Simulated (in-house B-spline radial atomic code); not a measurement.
A run on He (an excited or competing configuration) that did not converge. Method: non-relativistic revTPSS, spin-polarised, spherical fractional occupations, point nucleus; computed with a B-spline radial code for spherical atoms. In the input, 2p2,3 would mean two up and three down electrons.

Command:
```bash
python run_scf.py task.json out
```
Settings:
```
Z                2
configuration    1s0,1 2s1,0
hamiltonian      nr
method           revtpss,revtpss
spin_polarised   True
```

First and last ten iterations of the last attempt (damped for 15 steps, keeping 80 % of the old Fock matrix, then DIIS):
```
 iter        energy (Eh)    residual
    1          -2.171995    5.06e-03
    2          -2.172352    5.43e-03
    3          -2.172365    5.36e-03
    4          -2.172374    5.28e-03
    5          -2.172382    5.21e-03
    6          -2.172388    5.14e-03
    7          -2.172392    5.07e-03
    8          -2.172396    5.00e-03
    9          -2.172400    4.93e-03
   10          -2.172402    4.87e-03
  111          -1.225372    2.38e-01
  112          -1.224914    2.38e-01
  113          -2.160289    2.28e-02
  114          -2.172258    8.40e-03
  115          -2.172370    3.59e-03
  116          -2.172479    2.76e-03
  117          -2.172482    2.51e-03
  118          -2.172493    1.99e-03
  119          -2.172498    1.53e-03
  120          -2.172499    1.39e-03
 not converged after 120 iterations
```

The smallest residual met was 1.4e-03; the threshold is about 1e-07. No energy from this run should be used. Run time, properties included: 0.62 s on 1 thread of Arm Neoverse V1, with other jobs on the host.
